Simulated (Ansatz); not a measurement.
n-GeSiSiH8 (Si2GeH8). The state is a triplet with charge 0. Geometry r2SCAN-D4/def2-SVP, that of the neutral singlet; atoms count from 1.

```xyz
11

Ge    0.702    0.723   -1.693
Si   -0.849    0.508    0.102
Si   -0.093   -1.100    1.633
H     0.795   -0.598   -2.475
H     2.102    1.058   -1.151
H     0.280    1.836   -2.666
H    -0.994    1.830    0.790
H    -2.190    0.111   -0.433
H    -1.047   -1.252    2.775
H     1.242   -0.693    2.171
H     0.053   -2.423    0.947
```

At PBE0-D4/def2-TZVP a singlet of charge 0 lies 5.76 eV below the triplet at the same geometry.

(1) Estimate the Mulliken populations from the PBE0/def2-TZVP orbitals of Ansatz.

(2) Where does the spin sit?

(3) And the Mayer bond orders between bonded heavy atoms (over 0.3)?

## Answers

(1) 
```tsv
atom	charge (e)	spin (α − β)
Ge1	-0.01	0.37
Si2	-0.06	0.76
Si3	-0.02	0.56
H4	0.03	-0.01
H5	0.03	-0.01
H6	-0.02	0.21
H7	0.01	-0.01
H8	0.02	-0.01
H9	-0.01	0.16
H10	0.01	0.00
H11	0.01	0.00
```
Mulliken values and Mayer orders depend strongly on the basis.

(2) Summed by element: Ge 0.37, Si 1.31, H 0.32, of 2 unpaired in all. Largest on single atoms: Si2 0.76, Si3 0.56, Ge1 0.37.

(3) Ge1–Si2 0.73 (2.38 Å); Si2–Si3 0.99 (2.35 Å).
